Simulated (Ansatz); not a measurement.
A made-up structure of AlH2OF2 (charge +1), closed shell:

```tsv
atom	x (Å)	y (Å)	z (Å)
O1	-0.1319	0.7069	0.0269
Al2	0.1383	-0.7413	-0.0283
F3	1.8205	-0.8371	0.1685
F4	-1.3992	-1.4216	-0.2545
H5	0.6279	1.2993	0.1544
H6	-1.0556	0.9938	-0.0670
```

It is relaxed with PBE-D4/def2-SVP and then PBE0-D4/def2-TZVP (Ansatz 0.2.0). Atoms count as bonded within 1.22 times the sum of their covalent radii (H–H: 0.88 Å). The end point is not checked to be a true minimum.

Task: Does its bonding change? (A judgement: the text doesn't fix the answer.)

Result: The calculation gives: No: no bond forms or breaks.

Where it ends: The first stage lowers the energy by 2.47 eV in 7 steps. It ends as AlH₂OF₂ ([OH2][Al]([F])[F]), total charge +1:
```xyz
6
angstrom
O -0.1628 0.8726 0.0332
Al 0.1707 -0.9153 -0.0350
F 1.7507 -1.1234 0.1428
F -1.2306 -1.6646 -0.2490
H 0.5154 1.5568 0.1564
H -1.0435 1.2738 -0.0485
```

Labels in which every atom is bracketed show which atoms are joined, not bond orders.

For scale, one of the runs: PBE0-D4/def2-TZVP relaxation, 142 basis functions, launched by `ansatz run in.yaml --threads 2 --pin off --events-out ev --progress --plain --max-ram 4352MiB`. Hardware: 2 CPU threads of an Arm Neoverse V1, shared host. Wall time about 15 s.
